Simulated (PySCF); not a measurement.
Ga(H)(F)(OMe) (CH₄FGaO), SMILES C[O][GaH][F].

Geometry: B3LYP-D3(BJ)/def2-SVP. The structure was generated by enumeration; whether it is a known compound was not checked. One conformer was computed; it need not be the lowest.

Calculation: PBE/def2-TZVP (PySCF).

Symmetry labels are those of the subgroup Cs that the program uses (full group Cs).

Computed valence orbital energies around the gap with their symmetry:
| orbital | symmetry | energy (eV) |
|---|---|---|
| HOMO−7 | A" | -10.83 |
| HOMO−6 | A' | -10.81 |
| HOMO−5 | A' | -10.47 |
| HOMO−4 | A' | -9.21 |
| HOMO−3 | A" | -8.96 |
| HOMO−2 | A' | -8.53 |
| HOMO−1 | A' | -6.99 |
| HOMO | A" | -6.72 |
| LUMO | A" | -1.74 |
| LUMO+1 | A' | -1.42 |
| LUMO+2 | A' | 0.02 |
| LUMO+3 | A' | 1.31 |
